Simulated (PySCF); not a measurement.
Exercise with solution: chemical shift, span and skew from a shielding tensor

diphosphane (H4P2), SMILES PP. Atoms are numbered in the order given.

```xyz
6

P     -1.1119    -0.1310     0.0000
P      1.1119     0.1310     0.0000
H     -1.3143     0.8310     1.0235
H     -1.3143     0.8310    -1.0235
H      1.3143    -0.8310     1.0235
H      1.3143    -0.8310    -1.0235
```
Charge 0, spin multiplicity 1.

The structure is a stationary point at TPSSh-D3(BJ)/def2-TZVP.

GIAO shieldings from PySCF with PBE/pcSseg-2, non-relativistic, no solvent. The symmetric part of the tensor of P1 has the principal values 418.9, 550.8, 562.5 ppm. The same nucleus in PH3 has σ = 572.3 ppm at this level (PySCF, at its B3LYP-D3(BJ)/def2-TZVP geometry).

Problem. Work out the isotropic shielding, the ³¹P shift against PH3, the span and the skew.

Solution. 
σ(iso) = (σ11 + σ22 + σ33)/3 = 510.7 ppm. δ = σ(ref) − σ(iso) = 572.3 − (510.7) = 61.6 ppm.
Span Ω = σ33 − σ11 = 143.6 ppm. Skew κ = 3(σ(iso) − σ22)/Ω = -0.84. Tumbling in solution averages the tensor to δ; in a static solid the shielding alone would spread this spin-1/2 line over Ω.
